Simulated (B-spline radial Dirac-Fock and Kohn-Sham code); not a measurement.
ΔSCF core binding energies without Breit or QED terms, calculated with a B-spline atomic structure program.

A sound run for barium as Ba⁵⁺, [Kr] 4d10 5s2 5p3: The ground state converged in 10 iterations, with total energy -8129.93830 Ha, virial ratio 1.93678 and highest orbital energy -71.13 eV. ΔSCF binding energies: K (1s) 37645.4 eV, L3 (2p3/2) 5325.0 eV, M5 (3d5/2) 847.9 eV.

A second run, with one unsound setting: The ground state had not converged after 69 iterations, with total energy -8128.28969 Ha, virial ratio 1.92634 and highest orbital energy -63.23 eV. ΔSCF binding energies: K (1s) 37687.3 eV, L3 (2p3/2) 5361.9 eV, M5 (3d5/2) 875.4 eV (not all states converged, so these are not final).

```
iter   energy (Ha)        error
   1    -8110.23022748  1.92e+00
   2    -8125.72675952  6.03e-01
   3    -8125.78506263  6.00e-01
   4    -8125.84256633  5.96e-01
   5    -8125.89928147  5.92e-01
   6    -8125.95521872  5.88e-01
   7    -8126.01038864  5.84e-01
   8    -8126.06480163  5.80e-01
   9    -8126.11846795  5.76e-01
  17    -8126.52210608  5.46e-01
  25    -8126.88344740  5.18e-01
  33    -8127.20687809  4.91e-01
  41    -8127.49633425  4.65e-01
  49    -8127.75534762  4.40e-01
  57    -8127.98708681  4.17e-01
  65    -8128.19439425  3.95e-01
  69    -8128.28969341  3.84e-01
```

Question: Which fault fits the second run best?
A. too few quadrature points
B. speed of light below Z
C. spline order too low
D. damping too heavy

Answer: D. The input had damp = 0.995; ndamp = 100: damp is so close to 1 that the orbitals hardly move in each step.
